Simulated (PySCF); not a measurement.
How methods differ on the interval between two levels of Zr⁺

Zr⁺ [Kr] 4d2 5s1 [4F9/2, M_J = 9/2] → Zr⁺ [Kr] 4d3 [4F9/2, M_J = 9/2], as a difference of total energies. All numbers are calculated (PySCF 2.14, the two-component X2C-1e Hamiltonian, in x2c-SVPall-2c with one added diffuse shell each of s, p, d type (7s9p7d1f, 76 functions)). Correlated levels: [Ar] 3d10 frozen; the 6 highest virtual spinors dropped. "Screened" scales the spin-orbit matrix elements by Boettger's factors to mimic the two-electron term; Breit and QED terms are absent.

```tsv
method	interval between two levels (cm⁻¹)
GHF (spin-free)	3561.1
GMP2 (spin-free)	3814.1
GHF (screened spin-orbit)	3482.9
GMP2 (screened spin-orbit)	3728.3
```

The spin-free rows relax to the high-spin LS determinant and lack the spin-orbit shift.

Errors of the correlated levels include the incompleteness of this basis and the frozen core.

The labels give the starting determinants; with spin-orbit coupling the two ends relaxed to ⟨J²⟩ = 24.76, ⟨L²⟩ = 12.02, ⟨S²⟩ = 3.76 and ⟨J²⟩ = 24.76, ⟨L²⟩ = 12.03, ⟨S²⟩ = 3.75.

For comparison: 2435.0 cm⁻¹ (measured; NIST Handbook of Basic Atomic Spectroscopic Data (Sansonetti and Martin, J. Phys. Chem. Ref. Data 34, 1559 (2005))).
